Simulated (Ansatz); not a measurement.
Relaxation of Cl2H6N3Ta (12 atoms, charge 0, multiplicity 1), to a largest force component of 0.02 eV/Å in at most 40 steps.

All numbers below come from Ansatz 0.2.0, RKS BHLYP-D4/def2-SVP.

```xyz
12
Properties=species:S:1:pos:R:3
Ta 0.000 0.000 0.000
Cl 2.470 0.000 0.000
N 0.000 0.000 2.160
H -0.246 -0.884 2.690
H 0.246 0.884 2.690
N 0.000 0.000 -2.160
H -0.612 -0.684 -2.690
H 0.612 0.684 -2.690
N -1.080 1.871 0.000
H -1.641 2.158 0.852
H -1.049 2.501 -0.852
Cl -1.235 -2.139 0.000
```

Problem. Where does it end, and by what steps?

Solution. The forces met the threshold. After 12 steps the energy has fallen by 2.390 eV; H5 moved furthest, 1.40 Å.

```tsv
step	energy less start (eV)	largest force component (eV/Å)	accepted
0	0.0000	2.134	yes
1	-1.7081	1.131	yes
2	-1.8983	1.015	yes
3	-2.0305	0.576	yes
4	-2.1011	0.592	yes
5	-2.1684	0.398	yes
6	-2.2302	0.545	yes
7	-2.2802	0.816	yes
8	-2.3441	0.436	yes
9	-2.3660	0.617	yes
10	-2.3735	0.477	yes
11	-2.3888	0.089	yes
12	-2.3897	0.019	yes
```

```xyz
12
Properties=species:S:1:pos:R:3
Ta -0.203 0.352 0.000
Cl 1.983 1.279 0.029
N 0.191 -0.327 1.827
H -0.347 -1.048 2.283
H 1.071 -0.181 2.299
N 0.235 -0.315 -1.821
H -0.293 -1.032 -2.295
H 1.125 -0.166 -2.271
N -1.225 2.010 -0.007
H -1.538 2.496 0.822
H -1.517 2.502 -0.839
Cl -2.016 -1.181 -0.026
```

Whether the end is a true minimum wasn't checked by a vibrational analysis.

Time of the run: 60 s on 4 threads of Arm Neoverse V1 (shared host), peak memory 0.44 GiB.
